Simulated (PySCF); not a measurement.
`CC(C)[C@H]1C[C@H]([C@@H](C)F)C1`. Level of theory: PySCF 2.14.0, PBE0-D3(BJ)/def2-SVP geometry optimisation, gas phase.

```
atom  x, y, z in Å
C1    -2.6061   -0.7618   -1.4082
C2    -1.9255   -0.6070   -0.0541
C3    -2.7452    0.2634    0.8899
C4    -0.5138   -0.0645   -0.2131
C5     0.4220   -0.0546    1.0147
C6     1.5782   -0.5369    0.1114
C7     2.5107    0.5701   -0.3341
C8     3.4835    1.0152    0.7315
F9     3.2321    0.1176   -1.4281
C10    0.5342   -0.9196   -0.9566
H11   -3.6181   -1.1834   -1.3040
H12   -2.7028    0.2156   -1.9106
H13   -2.0336   -1.4238   -2.0763
H14   -1.8328   -1.6131    0.4005
H15   -2.2709    0.3466    1.8803
H16   -3.7573   -0.1452    1.0366
H17   -2.8542    1.2839    0.4853
H18   -0.5723    0.9456   -0.6579
H19    0.1319   -0.8220    1.7494
H20    0.5576    0.8979    1.5518
H21    2.1890   -1.3662    0.5049
H22    1.9126    1.4335   -0.6846
H23    4.1017    0.1653    1.0590
H24    2.9504    1.4143    1.6069
H25    4.1498    1.7997    0.3448
H26    0.2823   -1.9910   -0.9153
H27    0.7797   -0.6609   -1.9971
```

Problem. How far are the heavy atoms from their best plane (unweighted least squares)?

Solution. 0.375 Å rms; C1 0.29, C2 0.19, C3 0.36, C4 0.17, C5 0.42, C6 0.67, C7 0.38, C8 0.24, F9 0.29, C10 0.46 Å (magnitudes).

Problem. Give the dihedral angles H21–C6–C7–F9, H22–C7–C8–H23, H18–C4–C5–H20, H21–C6–C10–C4, C5–C6–C10–H26, C6–C7–C8–H25.

Solution. H21–C6–C7–F9 67° (synclinal); H22–C7–C8–H23 -178° (antiperiplanar); H18–C4–C5–H20 25° (synperiplanar); H21–C6–C10–C4 134° (anticlinal); C5–C6–C10–H26 -97° (anticlinal); C6–C7–C8–H25 179° (antiperiplanar). Dihedral signs follow IUPAC: positive where, seen along the central bond, the front bond turns clockwise onto the rear one.

Problem. What is the longest distance between nuclei?

Solution. H11···H25, 8.48 Å; the next longest distance is 8.19 Å.

Problem. Where is the centre of mass (commonest isotopes), and what is the radius of gyration?

Solution. Mass 144.131 u; centre at (0.469, -0.081, -0.199) Å; Rg = √(Σ m r²/M) = 2.561 Å. As Ia + Ib + Ic = 2 Σ m r², the three principal moments sum to 1891.2 u·Å².

Problem. What are the angles C1–C2–H14, C6–C5–H19, H24–C8–H25, C4–C10–H27, C6–C10–H27, H26–C10–H27?

Solution. From the scalar product of the two bond vectors; for C1–C2–H14 it is -0.5229 Å² over 1.5234 × 1.1079 Å², cos θ = -0.3098. C1–C2–H14 108.0°; C6–C5–H19 111.7°; H24–C8–H25 108.3°; C4–C10–H27 118.5°; C6–C10–H27 116.5°; H26–C10–H27 108.4°.

Problem. Write the matrix of distances between heavy atoms (Å, lower triangle).

Solution. 
```
C1    0.000
C2    1.523  0.000
C3    2.520  1.523  0.000
C4    2.508  1.521  2.511  0.000
C5    3.942  2.638  3.186  1.544  0.000
C6    4.457  3.508  4.465  2.169  1.544  0.000
C7    5.395  4.598  5.405  3.093  2.564  1.514  0.000
C8    6.695  5.701  6.276  4.247  3.255  2.535  1.510  0.000
F9    5.904  5.386  6.413  3.942  3.727  2.352  1.386  2.352  0.000
C10   3.177  2.639  3.945  1.543  2.156  1.542  2.552  3.910  2.929  0.000
```

No PBE0-D3(BJ)/def2-SVP frequencies stand behind this structure, so it isn't proved a minimum. The numbers are those of one conformer.

Cost: about 10 min of CPU time on one thread; the machine was shared, so the figure is rough. That covers the optimisation of the geometry.
